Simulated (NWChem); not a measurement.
System: GeH2, singlet; SMILES [GeH2]

Results from NWChem. Low-valent species are run as closed-shell singlets; no triplet was tried in these runs. All runs use the structure optimised with PBE0/def2-SVP. Level: PBE0/aug-cc-pVDZ; the question gives the wavelength of the field.

### Question
Predict the results for field 1065 nm. Quantities: isotropic polarisability (bohr³); anisotropy (bohr³).

### Answer
```
Quantity                          Result
--------------------------------  ------
isotropic polarisability (bohr³)    39.5
anisotropy (bohr³)                  11.5
```
